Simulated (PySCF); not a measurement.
## Bond length, frequency and bond energy of KH by level of theory

State: ¹Σ⁺ (singlet), closed shell. Set-up: basis K def2-TZVPP, H def2-TZVPP; no relativity; PySCF 2.14. De refers to K + H in their ground configurations, without counterpoise correction. A positive dipole means K(−)H(+).

```
      Level  Re (Å)  ωe (cm⁻¹)  De (eV)  μ (D)
        RHF   2.322        971     0.82  -8.97
    RHF-MP2   2.257       1010     1.46    n/a
RHF-SCS-MP2   2.266       1004     1.61    n/a
   RHF-CCSD   2.273        982     1.68    n/a
RHF-CCSD(T)   2.271        981     1.69    n/a
        PBE   2.264        950     1.73  -7.10
       TPSS   2.260        968     1.99  -7.55
     r²SCAN   2.278        963     1.77  -8.03
      M06-L   2.282        986     2.16  -8.69
      B3LYP   2.263        975     1.83  -7.54
       PBE0   2.261        977     1.66  -7.78
    r²SCAN0   2.271        982     1.72  -8.26
  CAM-B3LYP   2.254       1000     1.85  -8.00
```

What are the measured Re and ωe, and which levels come closest?

Re = 2.2425 Å and ωe = 983.6 cm⁻¹ (Huber and Herzberg, Constants of Diatomic Molecules (1979)). Closest are CAM-B3LYP for the length (off by 0.012 Å) and r²SCAN0 for the frequency (off by -0.1 %).

```tsv
Level	error in Re (pm)	error in ωe (%)
RHF	7.9	-1.3
RHF-MP2	1.5	2.7
RHF-SCS-MP2	2.3	2.0
RHF-CCSD	3.1	-0.2
RHF-CCSD(T)	2.8	-0.3
PBE	2.2	-3.4
TPSS	1.8	-1.6
r²SCAN	3.5	-2.1
M06-L	3.9	0.2
B3LYP	2.0	-0.9
PBE0	1.8	-0.7
r²SCAN0	2.8	-0.1
CAM-B3LYP	1.2	1.7
```

Correlated steps freeze 5 core orbitals. Where the molecule has an RHF reference, its open-shell atoms are computed with UHF.

The whole job (state search and all levels along the bond) took about 1.1 min on 1 thread of AMD EPYC 7R43 64-Core (shared host), peak memory 0.53 GiB.
